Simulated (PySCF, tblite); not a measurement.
Isomers of C2H5Cl2Si2 (doublet state), one GFN2-xTB conformer each. Single-point energies are computed at B3LYP/pcH-1 (PySCF, gas phase, no added dispersion term), electronic only. GFN2-xTB treats the open shell by occupation alone, and not every SCF solution was tested for stability.

```json
{"SMILES": "[SiH3]/[C]=C(\\Cl)[SiH2]Cl", "GFN2-xTB relative energy (kcal/mol)": "17.6"}
{"SMILES": "[SiH3]/C=C(\\Cl)[SiH]Cl", "GFN2-xTB relative energy (kcal/mol)": "6.7"}
{"SMILES": "[SiH2]/C=C(\\Cl)[SiH2]Cl", "GFN2-xTB relative energy (kcal/mol)": "0.0"}
```

Conformers: `[SiH3:1]/[C:2]=[C:3](\[Cl:4])[SiH2:5][Cl:6]` (doublet state) with C2–C3–Si5–Cl6 -109°; `[SiH3:1]/[CH:2]=[C:3](\[Cl:4])[SiH:5][Cl:6]` (doublet state) with C2–C3–Si5–Cl6 164°; `[SiH2:1]/[CH:2]=[C:3](\[Cl:4])[SiH2:5][Cl:6]` (doublet state) with C2–C3–Si5–Cl6 0°.

**Question.** What does B3LYP/pcH-1 give for the same structures?

**Answer.** 
```csv
SMILES,B3LYP/pcH-1 E (Eh),B3LYP/pcH-1 (kcal/mol),GFN2-xTB (kcal/mol),point group
[SiH2]/C=C(\Cl)[SiH2]Cl,-1578.61811,0.0,0.0,Cs
[SiH3]/C=C(\Cl)[SiH]Cl,-1578.61412,2.5,6.7,C1
[SiH3]/[C]=C(\Cl)[SiH2]Cl,-1578.60002,11.4,17.6,C1
```

Both levels put the same isomer lowest; measured from each level's own lowest isomer, the values differ by up to 6.2 kcal/mol ([SiH3]/[C]=C(\Cl)[SiH2]Cl: 17.6 against 11.4). Neighbours under 5.0 kcal/mol apart ([SiH2]/C=C(\Cl)[SiH2]Cl and [SiH3]/C=C(\Cl)[SiH]Cl) can change places with a better method, another conformer or zero-point energy.

**Question.** What happens when harmonic zero-point energies from GFN2-xTB frequencies are added?

**Answer.** 
```json
{"SMILES": "[SiH2]/C=C(\\Cl)[SiH2]Cl", "ZPE (kcal/mol)": "34.5", "electronic (kcal/mol)": "0.0", "with ZPE (kcal/mol)": "0.0"}
{"SMILES": "[SiH3]/C=C(\\Cl)[SiH]Cl", "ZPE (kcal/mol)": "34.6", "electronic (kcal/mol)": "2.5", "with ZPE (kcal/mol)": "2.6"}
{"SMILES": "[SiH3]/[C]=C(\\Cl)[SiH2]Cl", "ZPE (kcal/mol)": "32.1", "electronic (kcal/mol)": "11.4", "with ZPE (kcal/mol)": "9.0"}
```

The zero-point energies span 2.5 kcal/mol. The order is unchanged.
